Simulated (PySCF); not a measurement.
**Computed spin Hamiltonian**

C6H7SSi (doublet state).
Numbering: `[SiH2:1][c:2]1[cH:3][cH:4][cH:5][c:6]([SH:7])[cH:8]1` (hydrogens: H9, H10 on Si1; H11 on C3; H12 on C4; H13 on C5; H14 on S7; H15 on C8)

Structure used (GFN2-xTB), in Å, numbered top down from 1:
```
atom  x, y, z in Å
Si1    2.859   -0.288    0.190
C2     1.054    0.020    0.090
C3     0.520    1.315    0.223
C4    -0.835    1.535    0.131
C5    -1.714    0.485   -0.098
C6    -1.201   -0.801   -0.236
S7    -2.268   -2.188   -0.532
C8     0.156   -1.034   -0.145
H9     3.367   -1.643    0.148
H10    3.756    0.797    0.530
H11    1.187    2.146    0.402
H12   -1.230    2.536    0.238
H13   -2.777    0.665   -0.170
H14   -3.404   -1.493   -0.540
H15    0.525   -2.044   -0.253
```

The hyperfine couplings belong to this conformer and change with its torsions.

Computed with UKS B3LYP, pcH-1 on C H S Si, non-relativistic, mean-field spin-orbit, GIAO (PySCF). The structure is a single GFN2-xTB conformer in the gas phase; no vibrational or solvent corrections. The geometry wasn't refined by DFT: couplings that depend on bond lengths, twists or pyramidal angles can differ widely from those at the functional's own minimum, by a factor of two or more for some ions and for spin on atoms past the first row. Stability of the SCF solution: not tested.

| Item | Value |
| --- | --- |
| g1, g2, g3 | 2.00220, 2.00371, 2.00475 |
| g_iso | 2.00355 |
| Form of g | rhombic: the two nearest values differ by 41 % of g3 − g1 |
| ⟨S²⟩ | 0.7611 (exact 0.7500) |
| α and β electrons | 37, 36 |
| HOMO–LUMO gap, α and β orbitals | 4.17, 3.75 eV |
| Total energy | -920.50642 Eh |

Hyperfine couplings atom by atom, in 10⁻⁴ cm⁻¹; T1 to T3 are the principal values of the dipolar part (1 × 10⁻⁴ cm⁻¹ = 2.998 MHz):

```tsv
atom	isotope	a_iso	of which spin–orbit	T1	T2	T3	Mulliken spin population
Si1	29Si	-49.7	0.4	-59.5	29.7	29.8	0.98
C2	13C	-8.2	0.0	-3.2	1.4	1.8	-0.11
C3	13C	4.0	0.0	-3.2	-3.0	6.1	0.11
C4	13C	-3.6	0.0	-2.6	1.1	1.4	-0.06
C5	13C	4.1	0.0	-3.6	-3.3	6.9	0.14
C6	13C	-4.1	0.0	-2.6	1.2	1.5	-0.06
S7	33S	-0.1	0.0	-0.5	0.2	0.3	-0.01
C8	13C	4.1	0.0	-3.3	-3.1	6.4	0.11
H9	1H	-15.1	0.0	-4.0	1.5	2.5	-0.04
H10	1H	-15.1	0.0	-4.0	1.5	2.5	-0.04
H11	1H	-2.6	0.0	-0.6	-0.5	1.1	-0.01
H12	1H	1.0	0.0	-0.4	-0.2	0.6	0.00
H13	1H	-3.0	0.0	-1.8	0.0	1.9	-0.01
H14	1H	0.0	0.0	-0.2	-0.2	0.4	0.00
H15	1H	-2.6	0.0	-0.6	-0.5	1.1	-0.01
```

The Mulliken spin populations are largest on Si1 (+0.98), C5 (+0.14), C8 (+0.11) and C3 (+0.11). No atom but Si1 exceeds +0.15. The positive populations add up to 1.35 and the negative ones to -0.35, together 2S = 1. The angles at Si1 add up to 359.2°, so it is planar; its axial dipolar tensor and the negative couplings of its protons fit spin in a p orbital normal to that plane.

Axes: g1 is normal to the molecular plane and g3 points within 2° of the C5–H13 bond.

Under fast tumbling the dipolar parts average out, and these isotropic splittings remain: 2 × 1H (H9/H10, I = 1/2, 3 lines) with 1.61 mT, 1 × 1H (H13, I = 1/2, 2 lines) with 0.32 mT, 1 × 1H (H15, I = 1/2, 2 lines) with 0.28 mT, 1 × 1H (H11, I = 1/2, 2 lines) with 0.27 mT and 1 × 1H (H12, I = 1/2, 2 lines) with 0.11 mT.

The 13C coupling of C2 (-24.7 MHz) shows only in satellite lines or after enrichment, since that isotope makes up about 1.07 % of natural carbon.

The 29Si coupling of Si1 (-149.0 MHz) shows only in satellite lines or after enrichment, since that isotope makes up about 4.7 % of natural silicon.

The spin density at the nucleus, in bohr⁻³, is negative for C2 (-0.0220), C6 (-0.0108) and H9/H10 (-0.0101), for instance. A restricted open-shell determinant has no negative spin density anywhere; here it arises because α and β orbitals differ (spin polarisation).
